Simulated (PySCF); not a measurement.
## Computed properties of C4H4BF, SMILES FB1C=CC=C1

C₄H₄BF, SMILES C1C=CB(F)C=1. The structure is a stationary point at B3LYP-D3(BJ)/def2-SVP. This is a generated structure with no PubChem entry under its InChIKey; it may be hypothetical. Other conformers were not sampled. All values are computed for the isolated molecule unless a solvent is named; none is compared with measurement here.

**Structure.** The optimised structure has C2v symmetry. All 24 harmonic modes at B3LYP-D3(BJ)/def2-SVP (PySCF) are real, so it is a minimum. With heavy atoms numbered as in [F:1][B:2]1[CH:3]=[CH:4][CH:5]=[CH:6]1, the shortest bond between them is F1–B2 at 1.323 Å and the longest B2–C6 at 1.583 Å.

**Vibrations.** The strongest infrared lines (harmonic, unscaled, degenerate partners summed) lie at 1431 cm⁻¹ (380 km/mol, B 59 %, F 16 %, C 14 %, H 11 %), 773 cm⁻¹ (119 km/mol, H 48 %, B 32 %, C 19 %), 1607 cm⁻¹ (64 km/mol, C 92 %). The softest mode is at 154 cm⁻¹ and the zero-point energy is 44.9 kcal/mol.

**Electronic structure.** M06-2X/def2-TZVP (PySCF) places the frontier levels at -7.97 and -1.72 eV, a gap of 6.25 eV, and gives a dipole moment of 1.76 D and a mean polarisability of 53.0 bohr³. PBE/def2-TZVP (PySCF) at the same geometry gives -5.78 and -3.56 eV, so its gap is 4.03 eV narrower. An orbital gap is neither the optical nor the fundamental gap.

**Excitations.** TDDFT-PBE0/def2-SVPD (PySCF) has S1 at 2.93 eV (424 nm, f = 0.009, weak); the most intense of the 10 singlets computed lies at 7.39 eV (f = 0.05). T1 (TDA) is at 1.71 eV. TDDFT-PBE/def2-SVPD (PySCF) puts S1 at 2.71 eV.

**NMR.** GIAO shifts at KT2/pcSseg-1 (PySCF) (non-relativistic, atoms alike by connectivity averaged): ¹³C from 118.7 to 158.9 ppm against TMS; ¹H from 5.3 to 6.9 ppm against TMS; ¹⁹F at -62.5 ppm against CFCl3; ¹¹B at 38.2 ppm against BF3.
